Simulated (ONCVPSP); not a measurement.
## Os: one change to an ONCV potential, before and after

```
Element                 : Os (Z = 76)
Generator               : ONCVPSP 4.0.1
Type                    : optimised norm-conserving Vanderbilt (ONCV)
Functional              : PBE
Relativity              : scalar-relativistic
Frozen core             : [Xe] 4f14
Valence charge          : 8
Reference configuration : 5d7 6s1
Partial waves           : 6s: rc 2.75 bohr, ncon 3, nbas 6, qcut 2 1/bohr, 2 projectors, debl 2.3 Ha; p scattering state at 0.02 Ha: rc 2.75 bohr, ncon 4, nbas 9, qcut 2.5 1/bohr, 2 projectors, debl 3.9 Ha; 5d: rc 1.70 bohr, ncon 3, nbas 7, qcut 6.8 1/bohr, 2 projectors, debl 1.4 Ha
Local potential         : polynomial inside 1.70 bohr (lpopt 4, dvloc0 1 Ha)
Core correction         : polynomial model core, fcfact 0.25
```

In the p channel the program set the typed energies aside and used 0.050, 3.950 Ha.

Change: all radii but the core radius scaled by about 1.23 (s 3.38, p 3.38, d 2.08 bohr); local potential polynomial inside 2.08 bohr (lpopt 4, dvloc0 1 Ha).

Cutoffs: the cutoffs (Ha) at which the residual kinetic energy of the hardest occupied pseudo-wave falls to 1 and 0.1 mHa per electron; they do not see the model core or the augmentation charge, which bear on the density cutoff. Errors are all-electron minus pseudo energies relative to the spin-unpolarised reference configuration.

What does the change do?

The potential gets neither clearly harder nor softer (17 Ha and 20 Ha → 16 Ha and 18 Ha); the d channel sets the loose cutoff, while the largest relative change is in s, which becomes softer; of the 4 tests that both files solve, the error grows in 3 and shrinks in 1 by more than 15 % and 0.3 meV (median size 8.7 → 51.2 meV); neither file shows a bound ghost.

```tsv
quantity	base	changed
cutoff, loose	17 Ha	16 Ha
cutoff, tight	20 Ha	18 Ha
loose cutoff by channel	s 8.4 Ha, d 17 Ha	s 1.9 Ha, d 16 Ha
bound ghosts	none	none
GHOST(+) flags under 300 eV	s at 53.5 eV, p at 113.3 eV	s at 65.3 eV, p at 121.0 eV
error for 5d6 6s2, meV [ΔE -0.32 eV]	-1.5	+59
error for 5d6 6s1, meV [ΔE 9.26 eV]	-13	+10
error for 5d6 6s0, meV [ΔE 26.17 eV]	-72	-182
error for 5d6 6s1.5, meV [ΔE 3.60 eV]	-4.2	+43
rms error of d²Exc/dni dnj with the model core, mHa	0.93	1.42
```
